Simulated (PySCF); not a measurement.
**LDA on Cs (caesium, neutral)**

Configuration: [Xe] 6p1, 2P determinant (an excited configuration). All numbers are calculated (PySCF 2.14, the spin-free X2C one-electron Hamiltonian (Gaussian nucleus), in ANO-RCC-VTZP (8s7p4d2f1g, 72 functions)).

```
Total energy                                                  : -7778.90 hartree
One-electron energy                                           : -10640.42 hartree
Hartree (Coulomb) energy                                      : 3049.13 hartree
Exchange-correlation energy                                   : -187.62 hartree
⟨S²⟩                                                          : 0.7500
⟨L²⟩                                                          : 2.000
Sum of ⟨r⟩                                                    : 43.85 bohr
Sum of ⟨r²⟩                                                   : 119.5 bohr²
Traceless quadrupole moment −½Σ⟨3z² − r²⟩ along its main axis : -27.3 e·bohr²
Langevin diamagnetic susceptibility                           : -94.6 ×10⁻⁶ cm³/mol
```

```tsv
shell	electrons	mean orbital energy (eV)	spread (eV)	rms radius, mean of both spins (bohr)
1s α	1	-35676.7	0	0.0299
1s β	1	-35676.7	0	0.0299
2s α	1	-5599.5	0	0.121
2s β	1	-5599.5	0	0.121
2p α	3	-5031.8	0.005	0.108
2p β	3	-5031.8	0.007	0.108
3s α	1	-1165.2	0	0.320
3s β	1	-1165.2	0	0.320
3p α	3	-981.80	0.012	0.320
3p β	3	-981.80	0.015	0.320
3d α	5	-709.14	0.011	0.297
3d β	5	-709.14	0.013	0.297
4s α	1	-220.74	0	0.739
4s β	1	-220.74	0	0.739
4p α	3	-161.85	0.026	0.789
4p β	3	-161.84	0.033	0.789
4d α	5	-75.542	0.028	0.904
4d β	5	-75.536	0.036	0.904
5s α	1	-28.147	0	1.84
5s β	1	-28.129	0	1.84
5p α	3	-14.882	0.087	2.22
5p β	3	-14.856	0.122	2.22
6p α	1	-1.524	0	8.26
```

Spin-orbit coupling, absent here, splits the open shell strongly.

Densities and radii are taken from the X2C orbitals without a picture-change correction, which distorts them close to the nucleus.
